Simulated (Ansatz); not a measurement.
CH4AlClO (`O[CH2][AlH][Cl]`), relaxed with RKS PBE-D4/def2-SVP in the Gaussian-basis code of Ansatz from a rough embedded geometry. The force threshold is 0.03 eV/Å; the program also tests the step.

Total charge 0; spin multiplicity 1.

Start:

```xyz
8

O     1.545   -0.285   -0.224
C     0.367    0.112   -0.749
Al   -1.004    0.261    0.709
Cl   -0.479   -0.192    2.743
H     1.467   -1.305   -0.028
H     0.017   -0.581   -1.551
H     0.532    1.139   -1.216
H    -2.445    0.852    0.317
```

```json
{"step": "1", "energy (eV)": "-22248.6912", "largest force (eV/Å)": "3.306", "largest move (Å)": "0.000"}
{"step": "2", "energy (eV)": "-22248.9930", "largest force (eV/Å)": "0.996", "largest move (Å)": "0.199"}
{"step": "3", "energy (eV)": "-22249.0412", "largest force (eV/Å)": "0.467", "largest move (Å)": "0.104"}
{"step": "4", "energy (eV)": "-22249.0501", "largest force (eV/Å)": "0.207", "largest move (Å)": "0.046"}
{"step": "5", "energy (eV)": "-22249.0595", "largest force (eV/Å)": "0.165", "largest move (Å)": "0.082"}
{"step": "6", "energy (eV)": "-22249.0641", "largest force (eV/Å)": "0.545", "largest move (Å)": "0.114"}
{"step": "7", "energy (eV)": "-22249.0710", "largest force (eV/Å)": "0.298", "largest move (Å)": "0.050"}
{"step": "8", "energy (eV)": "-22249.0803", "largest force (eV/Å)": "0.113", "largest move (Å)": "0.140"}
{"step": "9", "energy (eV)": "-22249.0811", "largest force (eV/Å)": "0.196", "largest move (Å)": "0.159"}
{"step": "10", "energy (eV)": "-22249.0837", "largest force (eV/Å)": "0.113", "largest move (Å)": "0.042"}
{"step": "11", "energy (eV)": "-22249.0841", "largest force (eV/Å)": "0.101", "largest move (Å)": "0.024"}
{"step": "12", "energy (eV)": "-22249.0851", "largest force (eV/Å)": "0.032", "largest move (Å)": "0.012"}
{"step": "13", "energy (eV)": "-22249.0853", "largest force (eV/Å)": "0.034", "largest move (Å)": "0.020"}
{"step": "14", "energy (eV)": "-22249.0855", "largest force (eV/Å)": "0.019", "largest move (Å)": "0.017"}
{"step": "15", "energy (eV)": "-22249.0856", "largest force (eV/Å)": "0.011", "largest move (Å)": "0.030"}
```

End:

```xyz
8

O     1.620   -0.206   -0.248
C     0.330    0.036   -0.818
Al   -1.020    0.356    0.604
Cl   -0.513   -0.701    2.388
H     1.506   -0.888    0.441
H     0.012   -0.774   -1.528
H     0.418    0.944   -1.456
H    -2.353    1.233    0.616
```

Run time 19 s (2 threads of an Intel Xeon on a shared host); peak host memory 0.16 GiB.
